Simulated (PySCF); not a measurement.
Molecule: SMILES Cc1ccccc1, C$_{7}$H$_{8}$.

Geometry:
| atom | x (Å) | y (Å) | z (Å) |
| --- | --- | --- | --- |
| C1 | 2.226 | -0.195 | -0.085 |
| C2 | 0.737 | -0.011 | -0.036 |
| C3 | -0.118 | -1.121 | -0.012 |
| C4 | -1.500 | -0.962 | 0.053 |
| C5 | -2.057 | 0.317 | 0.093 |
| C6 | -1.220 | 1.430 | 0.067 |
| C7 | 0.163 | 1.265 | 0.002 |
| H8 | 2.612 | -0.554 | 0.884 |
| H9 | 2.515 | -0.939 | -0.843 |
| H10 | 2.742 | 0.746 | -0.318 |
| H11 | 0.309 | -2.128 | -0.046 |
| H12 | -2.148 | -1.842 | 0.069 |
| H13 | -3.141 | 0.443 | 0.142 |
| H14 | -1.645 | 2.436 | 0.095 |
| H15 | 0.813 | 2.144 | -0.020 |

Geometry PBE0-D3(BJ)/def2-SVP throughout; GIAO in PySCF 2.14.0 with density-fitted response routines, gas phase, one conformer, non-relativistic; equivalent atoms averaged; functional PBE0.

**Question.** How do the absolute shieldings σ depend on the basis set? (ppm; last column core-seconds on shared hosts with different chips, so compare them loosely)

**Answer.** 
| basis set | functions | C2 | C3/C7 | C4/C6 | C5 | C1 | H12/H14 | H13 | H11/H15 | H8/H9/H10 | core-s |
| --- | --- | --- | --- | --- | --- | --- | --- | --- | --- | --- | --- |
| STO-3G | 43 | 119.8 | 122.7 | 124.1 | 125.1 | 209.1 | 25.59 | 25.66 | 25.74 | 30.52 | 4.1 |
| pcSseg-0 | 79 | 49.4 | 53.8 | 55.1 | 57.7 | 167.2 | 25.63 | 25.76 | 25.75 | 30.29 | 9.4 |
| 6-31G | 79 | 66.3 | 74.0 | 75.0 | 77.7 | 175.9 | 25.28 | 25.42 | 25.37 | 30.21 | 8.3 |
| 6-31G* | 114 | 63.5 | 70.9 | 71.9 | 74.6 | 171.7 | 24.76 | 24.88 | 24.85 | 29.72 | 12 |
| cc-pVDZ | 138 | 58.6 | 68.1 | 68.6 | 71.6 | 173.5 | 24.08 | 24.18 | 24.14 | 29.04 | 20 |
| def2-SVP | 138 | 58.0 | 66.3 | 67.4 | 70.3 | 171.5 | 24.19 | 24.34 | 24.25 | 29.13 | 19 |
| pcSseg-1 | 159 | 41.4 | 49.8 | 50.5 | 53.5 | 161.1 | 23.89 | 24.01 | 23.97 | 28.88 | 16 |
| aug-cc-pVDZ | 233 | 56.6 | 67.3 | 68.0 | 70.9 | 172.8 | 23.88 | 24.01 | 23.94 | 28.96 | 45 |
| 6-311+G(2d,p) | 237 | 44.0 | 53.6 | 54.4 | 57.6 | 164.0 | 24.02 | 24.13 | 24.08 | 29.14 | 38 |
| def2-TZVP | 265 | 42.1 | 52.3 | 53.2 | 56.3 | 163.6 | 23.99 | 24.11 | 24.06 | 29.09 | 57 |
| cc-pVTZ | 322 | 44.1 | 53.7 | 54.5 | 57.6 | 164.3 | 23.84 | 23.96 | 23.91 | 28.90 | 70 |
| IGLO-III | 325 | 36.0 | 46.1 | 47.0 | 50.3 | 160.4 | 23.90 | 24.01 | 23.95 | 28.97 | 73 |

**Question.** Which nucleus moves most, in ppm?

**Answer.** C2 (substituted aromatic carbon): from 36.0 ppm with IGLO-III to 119.8 ppm with STO-3G. The smallest spread is 1.64 ppm, at H8/H9/H10. Proton shifts span only some 12 ppm, so a few tenths of a ppm matter as much there as several ppm in carbon.

**Question.** Taking the largest basis, IGLO-III (325 functions), as the yardstick, rank the others by their worst heavy-atom deviation.

**Answer.** pcSseg-1 5.4 ppm (159 functions), def2-TZVP 6.2 ppm (265 functions), 6-311+G(2d,p) 8.0 ppm (237 functions), cc-pVTZ 8.1 ppm (322 functions), pcSseg-0 13.4 ppm (79 functions), aug-cc-pVDZ 21.2 ppm (233 functions), def2-SVP 22.0 ppm (138 functions), cc-pVDZ 22.6 ppm (138 functions), 6-31G* 27.5 ppm (114 functions), 6-31G 30.3 ppm (79 functions), STO-3G 83.8 ppm (43 functions).

A small basis that lands close on one nucleus may do so by chance; judge by the trend and by all nuclei.
